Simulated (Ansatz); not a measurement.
`N=C1O[SiH]1N` and `N=C1O[SiH2]1` differ in one atom or group.

Ansatz, PBE0-D4/def2-TZVP geometries, multiplicity 1. Each molecule was computed in one conformer, which needn't be the lowest.

| property | `N=C1O[SiH]1N` |
| --- | --- |
| zero-point energy (PBE0-D4/def2-TZVP) / kJ/mol | 155.8 |
| size of the dipole moment (B3LYP/def2-TZVPP) / D | 4.00 |
| HOMO energy (PBE/def2-TZVPP) / eV | -5.87 |
| LUMO energy (ωB97M-V/def2-TZVPP) / eV | 1.57 |
| LUMO energy (PBE0/def2-TZVPP) / eV | -0.27 |
| HOMO energy (B3LYP/def2-TZVPP) / eV | -7.02 |

**Question.** What does the change do to each property? (An estimate is asked.)

**Answer.** Ansatz gave: 
```tsv
property	`N=C1O[SiH2]1`	shift
zero-point energy (PBE0-D4/def2-TZVP) / kJ/mol	107.7	-48.1
size of the dipole moment (B3LYP/def2-TZVPP) / D	3.96	-0.04
HOMO energy (PBE/def2-TZVPP) / eV	-5.99	-0.12
LUMO energy (ωB97M-V/def2-TZVPP) / eV	0.45	-1.12
LUMO energy (PBE0/def2-TZVPP) / eV	-1.32	-1.05
HOMO energy (B3LYP/def2-TZVPP) / eV	-7.07	-0.05
```

The zero-point energy changes by -48.1 kJ/mol with -6 modes. Dipoles are sizes alone; their direction can turn.

B3LYP here is the variant with VWN-RPA as its local correlation; programs differ in this.
